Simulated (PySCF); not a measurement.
Compound: C5H6Cl2O2.
SMILES with atom numbers: `[O:1]=[C:2]1[CH2:3][C@@H:4]([Cl:5])[C@@H:6]([Cl:7])[CH2:8][O:9]1` (hydrogens: H10, H11 on C3; H12 on C4; H13 on C6; H14, H15 on C8)

The same species was optimised twice, with GFN2-xTB and with PBE0-D3(BJ)/def2-SVP (PySCF), and the same property calculations (PySCF, gas phase) were run on both structures.

```json
{"coordinate": "C4–Cl5 (Å)", "GFN2-xTB": "1.794", "PBE0-D3(BJ)/def2-SVP": "1.784", "change": "-0.010"}
{"coordinate": "C2–O9 (Å)", "GFN2-xTB": "1.340", "PBE0-D3(BJ)/def2-SVP": "1.350", "change": "+0.010"}
{"coordinate": "C6–C8 (Å)", "GFN2-xTB": "1.524", "PBE0-D3(BJ)/def2-SVP": "1.515", "change": "-0.009"}
{"coordinate": "C2–C3 (Å)", "GFN2-xTB": "1.523", "PBE0-D3(BJ)/def2-SVP": "1.517", "change": "-0.006"}
{"coordinate": "C4–C6 (Å)", "GFN2-xTB": "1.520", "PBE0-D3(BJ)/def2-SVP": "1.516", "change": "-0.004"}
{"coordinate": "O1=C2 (Å)", "GFN2-xTB": "1.197", "PBE0-D3(BJ)/def2-SVP": "1.194", "change": "-0.003"}
{"coordinate": "C6–Cl7 (Å)", "GFN2-xTB": "1.793", "PBE0-D3(BJ)/def2-SVP": "1.790", "change": "-0.003"}
{"coordinate": "C3–C4 (Å)", "GFN2-xTB": "1.516", "PBE0-D3(BJ)/def2-SVP": "1.513", "change": "-0.003"}
{"coordinate": "C8–O9 (Å)", "GFN2-xTB": "1.413", "PBE0-D3(BJ)/def2-SVP": "1.411", "change": "-0.002"}
{"coordinate": "Cl5–C4–C6 (°)", "GFN2-xTB": "110.7", "PBE0-D3(BJ)/def2-SVP": "112.5", "change": "+1.8"}
{"coordinate": "C2–C3–C4 (°)", "GFN2-xTB": "113.6", "PBE0-D3(BJ)/def2-SVP": "114.9", "change": "+1.3"}
{"coordinate": "C3–C2–O9 (°)", "GFN2-xTB": "119.2", "PBE0-D3(BJ)/def2-SVP": "118.2", "change": "-1.0"}
{"coordinate": "C4–C6–Cl7 (°)", "GFN2-xTB": "110.7", "PBE0-D3(BJ)/def2-SVP": "111.4", "change": "+0.7"}
{"coordinate": "C2–O9–C8 (°)", "GFN2-xTB": "124.4", "PBE0-D3(BJ)/def2-SVP": "123.7", "change": "-0.7"}
{"coordinate": "Cl7–C6–C8 (°)", "GFN2-xTB": "110.0", "PBE0-D3(BJ)/def2-SVP": "110.6", "change": "+0.6"}
{"coordinate": "O1–C2–O9 (°)", "GFN2-xTB": "118.9", "PBE0-D3(BJ)/def2-SVP": "119.5", "change": "+0.6"}
{"coordinate": "C3–C4–Cl5 (°)", "GFN2-xTB": "110.6", "PBE0-D3(BJ)/def2-SVP": "111.1", "change": "+0.5"}
```

Rotational constants: A = 1630, B = 954.2, C = 746.5 MHz (GFN2-xTB) against A = 1607, B = 958.9, C = 740.1 MHz (PBE0-D3(BJ)/def2-SVP). Point groups within 0.08 Å: C1 and C1.

On the GFN2-xTB structure: lowest singlet, TDDFT (eV) 5.56 [B3LYP/def2-SVPD]; lowest triplet, Tamm–Dancoff (eV) 5.07 [B3LYP/def2-SVPD]; isotropic polarisability (au) 90.8 [B3LYP/def2-SVPD]; HOMO (eV) -7.99 [B3LYP/def2-SVPD]; LUMO (eV) -0.87 [B3LYP/def2-SVPD]; dipole (D) 3.97 [B3LYP/def2-SVPD]; HOMO (eV) -8.16 [PBE0/pcSseg-1]; LUMO (eV) -0.46 [PBE0/pcSseg-1]; dipole (D) 3.95 [PBE0/pcSseg-1]; GIAO shielding of O1 (ppm) -131.7 [PBE0/pcSseg-1]; GIAO shielding of C2 (ppm) 19.7 [PBE0/pcSseg-1]; GIAO shielding of C3 (ppm) 147.3 [PBE0/pcSseg-1]; GIAO shielding of C4 (ppm) 124.8 [PBE0/pcSseg-1]; GIAO shielding of Cl5 (ppm) 745.2 [PBE0/pcSseg-1]; GIAO shielding of C6 (ppm) 120.0 [PBE0/pcSseg-1]; GIAO shielding of Cl7 (ppm) 824.7 [PBE0/pcSseg-1]; GIAO shielding of C8 (ppm) 112.9 [PBE0/pcSseg-1].

Task: What do these properties become on the PBE0-D3(BJ)/def2-SVP structure?

Result: 
```json
{"property": "lowest singlet, TDDFT (eV)", "level": "B3LYP/def2-SVPD", "on GFN2-xTB": "5.56", "on PBE0-D3(BJ)/def2-SVP": "5.57", "change": "+0.01"}
{"property": "lowest triplet, Tamm–Dancoff (eV)", "level": "B3LYP/def2-SVPD", "on GFN2-xTB": "5.07", "on PBE0-D3(BJ)/def2-SVP": "5.08", "change": "+0.01"}
{"property": "isotropic polarisability (au)", "level": "B3LYP/def2-SVPD", "on GFN2-xTB": "90.8", "on PBE0-D3(BJ)/def2-SVP": "90.9", "change": "+0.1"}
{"property": "HOMO (eV)", "level": "B3LYP/def2-SVPD", "on GFN2-xTB": "-7.99", "on PBE0-D3(BJ)/def2-SVP": "-8.06", "change": "-0.07"}
{"property": "LUMO (eV)", "level": "B3LYP/def2-SVPD", "on GFN2-xTB": "-0.87", "on PBE0-D3(BJ)/def2-SVP": "-0.88", "change": "-0.01"}
{"property": "dipole (D)", "level": "B3LYP/def2-SVPD", "on GFN2-xTB": "3.97", "on PBE0-D3(BJ)/def2-SVP": "3.92", "change": "-0.05"}
{"property": "energy, GFN2-xTB geometry as zero (kcal/mol)", "level": "B3LYP/def2-SVPD", "on GFN2-xTB": "0.0", "on PBE0-D3(BJ)/def2-SVP": "-0.4", "change": "-0.4"}
{"property": "HOMO (eV)", "level": "PBE0/pcSseg-1", "on GFN2-xTB": "-8.16", "on PBE0-D3(BJ)/def2-SVP": "-8.23", "change": "-0.07"}
{"property": "LUMO (eV)", "level": "PBE0/pcSseg-1", "on GFN2-xTB": "-0.46", "on PBE0-D3(BJ)/def2-SVP": "-0.46", "change": "0.00"}
{"property": "dipole (D)", "level": "PBE0/pcSseg-1", "on GFN2-xTB": "3.95", "on PBE0-D3(BJ)/def2-SVP": "3.91", "change": "-0.04"}
{"property": "energy, GFN2-xTB geometry as zero (kcal/mol)", "level": "PBE0/pcSseg-1", "on GFN2-xTB": "0.0", "on PBE0-D3(BJ)/def2-SVP": "-0.5", "change": "-0.5"}
{"property": "GIAO shielding of O1 (ppm)", "level": "PBE0/pcSseg-1", "on GFN2-xTB": "-131.7", "on PBE0-D3(BJ)/def2-SVP": "-131.3", "change": "+0.4"}
{"property": "GIAO shielding of C2 (ppm)", "level": "PBE0/pcSseg-1", "on GFN2-xTB": "19.7", "on PBE0-D3(BJ)/def2-SVP": "19.7", "change": "0.0"}
{"property": "GIAO shielding of C3 (ppm)", "level": "PBE0/pcSseg-1", "on GFN2-xTB": "147.3", "on PBE0-D3(BJ)/def2-SVP": "147.0", "change": "-0.3"}
{"property": "GIAO shielding of C4 (ppm)", "level": "PBE0/pcSseg-1", "on GFN2-xTB": "124.8", "on PBE0-D3(BJ)/def2-SVP": "125.4", "change": "+0.6"}
{"property": "GIAO shielding of Cl5 (ppm)", "level": "PBE0/pcSseg-1", "on GFN2-xTB": "745.2", "on PBE0-D3(BJ)/def2-SVP": "753.6", "change": "+8.4"}
{"property": "GIAO shielding of C6 (ppm)", "level": "PBE0/pcSseg-1", "on GFN2-xTB": "120.0", "on PBE0-D3(BJ)/def2-SVP": "120.6", "change": "+0.6"}
{"property": "GIAO shielding of Cl7 (ppm)", "level": "PBE0/pcSseg-1", "on GFN2-xTB": "824.7", "on PBE0-D3(BJ)/def2-SVP": "835.3", "change": "+10.6"}
{"property": "GIAO shielding of C8 (ppm)", "level": "PBE0/pcSseg-1", "on GFN2-xTB": "112.9", "on PBE0-D3(BJ)/def2-SVP": "113.0", "change": "+0.1"}
```

The heavy atoms differ by 0.025 Å rms after alignment. Among bonds between heavy atoms C2–O9, C4–Cl5 and C6–C8 change most and about equally (-0.010 to +0.010 Å). Changes are differences of the printed values. Neither structure is proved a minimum here.
